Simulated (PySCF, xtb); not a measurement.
CH10O2Si3, SMILES C[Si@@H](O)[Si@H](O)[SiH3].

GFN2-xTB run with xtb at its own geometry gives an orbital gap of 3.70 eV and a dipole moment of 0.68 D.

Geometry optimised at ωB97X-D3(BJ)/def2-SVP. The structure was generated by enumeration; whether it is a known compound was not checked. The values are those of a single conformer.

Task: What does HF/def2-TZVP (PySCF) give? (The exact figures need the calculation; the answer reports its results.)

Result: gap 12.09 eV (levels -9.89 and 2.20 eV), dipole 0.89 D.
